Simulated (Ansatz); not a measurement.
A structure relaxed at PBE-D4/def2-SVP in Ansatz, charge 0, singlet:

```xyz
10

In   -1.995   -2.129   -0.570
In   -0.578    1.265    1.098
In    2.172   -1.195    0.990
In    2.483    1.370   -1.879
Se   -0.327    0.591   -2.697
Se   -0.602   -1.631    2.072
Se    1.893    1.749    0.942
Se   -1.930    0.176    2.987
Se   -2.034    1.080   -1.077
Se    0.917   -1.276   -1.866
```

Problem. Give its formula.

Solution. the cluster In₄Se₆.

Problem. Summarise the bond lengths by kind (pairs closer than 1.2 times the sum of covalent radii, bridged metal pairs left out).

Solution. 11 × In–Se 2.52 to 3.12 Å; 3 × Se–Se 2.39 to 2.42 Å.

In the def2 sets In takes a core potential; there is no spin–orbit coupling. Another isomer (singlet) lies 0.29 eV lower at PBE0-D4/def2-SVP; other spin states weren't run for this one.
